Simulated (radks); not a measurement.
The numbers below are computed, except where a source is named.
Valence configurations of the promethium ion Pm+ (all share [Xe]). Level of theory: Dirac Kohn-Sham, PBEsol, spin-unpolarised, spherical densities, finite nucleus; open shells are shared between the two j in proportion to 2j + 1; Fermi nuclear charge, rms radius 4.962 fm (a radial shooting solver on a logarithmic mesh with Libxc functionals). Energies are relative to 4f5 6s1; eigenvalues in eV.

valence          E (eV)  e(4f5/2)  e(4f7/2)  e(5d3/2)  e(5d5/2)  e(6p1/2)
4f5 6s1           0.000    -8.462    -7.990         -         -         -
4f5 5d0.5 6s0.5   0.558    -7.536    -7.066    -6.763    -6.553         -
4f6               2.224    -3.357    -2.941         -         -         -
4f4 6s1 6p1       6.421   -17.416   -16.889         -         -    -7.111
4f5 5d1           1.198    -6.677    -6.208    -6.154    -5.955         -
4f5 6p1           3.036    -9.627    -9.154         -         -    -6.107
4f5.5 6s0.5       0.644    -5.437    -4.992         -         -         -
4f3 5d2 6s1      10.486   -20.414   -19.840   -10.061    -9.729         -
4f4.5 6s1 6p0.5   2.290   -12.713   -12.214         -         -    -6.334
4f4 5d1 6s1       2.904   -13.951   -13.428    -8.736    -8.461         -

NIST lists [Xe] 4f5 6s1 as the ground configuration; this level of theory agrees among the configurations tried. The energies are those of spherical spin-averaged densities, not of single terms.
